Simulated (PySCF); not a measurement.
B(CF3)(Me)2, SMILES CB(C)C(F)(F)F, singlet, B3LYP/def2-SVP optimised geometry.

```
13

B     -0.01    -0.09     0.00
C     -0.75     1.35     0.00
F     -0.82     1.78    -1.29
F     -0.08     2.30     0.69
F     -2.01     1.35     0.48
C      1.55    -0.09     0.00
H      2.01     0.82    -0.43
H      2.00    -0.99    -0.45
H      1.84    -0.10     1.07
C     -0.90    -1.36    -0.06
H     -1.25    -1.43    -1.11
H     -1.82    -1.28     0.54
H     -0.38    -2.30     0.17
```

Density from B3LYP/def2-TZVP (PySCF) at that geometry.

Minimum of the electron density along straight lines between bonded atoms, close to the bond critical point (lines longer than 1.1 times the sum of covalent radii, or with two minima, are not listed):

| bond | length / Å | ρ at the minimum / e bohr⁻³ | ∇²ρ there / e bohr⁻⁵ | position (fraction from the first atom) |
|---|---|---|---|---|
| B1–C2 | 1.616 | 0.179 | -0.22 | 0.32 |
| C2–F3 | 1.361 | 0.269 | -0.46 | 0.34 |
| C2–F4 | 1.352 | 0.275 | -0.46 | 0.34 |
| C2–F5 | 1.350 | 0.277 | -0.45 | 0.34 |
| B1–C6 | 1.561 | 0.195 | -0.37 | 0.34 |
| C6–H7 | 1.101 | 0.270 | -0.90 | 0.64 |
| C6–H8 | 1.101 | 0.269 | -0.89 | 0.64 |
| C6–H9 | 1.111 | 0.257 | -0.81 | 0.64 |
| B1–C10 | 1.560 | 0.195 | -0.37 | 0.34 |
| C10–H11 | 1.111 | 0.257 | -0.82 | 0.64 |
| C10–H12 | 1.102 | 0.269 | -0.89 | 0.64 |
| C10–H13 | 1.100 | 0.270 | -0.90 | 0.64 |
